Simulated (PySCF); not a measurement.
## A series of derivatives of CCC(=CF)SC

Parent skeleton `[CH3:1][CH2:2][C:3](=[CH:4][F:5])[S:6][CH3:7]`; one hydrogen on atom 2 is replaced by X. Hydrogens on one atom are averaged.

All values are calculated (PySCF): NMR shieldings at PBE0/pcSseg-1/GIAO, geometry from GFN2-xTB. Non-relativistic Hamiltonian, single conformer, equivalent nuclei averaged, no solvent model.

Shifts are taken against calculated references (same method and geometry level): ¹³C (σref 186.93), ¹H (σref 31.72) against TMS; CFCl3 for ¹⁹F (σref 170.95); ³³S (σref 503.73) against CS2.

Parent (X = H): C1 19.9, C2 29.2, C3 131.1, C4 151.4, F5 -153.8, S6 5.6, C7 20.6, H(C1) 1.20, H(C2) 1.83 ppm. Effects are Δδ = δ(X) − δ(H), positive for deshielding.

**Question.** Order these by the shift of H(C2), most shielded first.
A. X = CN
B. X = OCH3
C. X = OH

**Answer.** A (+0.70 ppm), C (+2.15 ppm), B (+2.85 ppm).

**Question.** Order these by the shift of C3, most shielded first.
A. X = OCH3
B. X = OH
C. X = CN

**Answer.** A (-2.0 ppm), C (-0.1 ppm), B (+4.0 ppm).

**Question.** Order these by the shift of C1, most shielded first.
A. X = OCH3
B. X = CN
C. X = vinyl
D. X = OH

**Answer.** C (-3.6 ppm), B (+0.4 ppm), A (+3.1 ppm), D (+6.7 ppm).

Unscaled 19F shifts against computed CFCl3 carry errors that often reach 10 to 50 ppm.
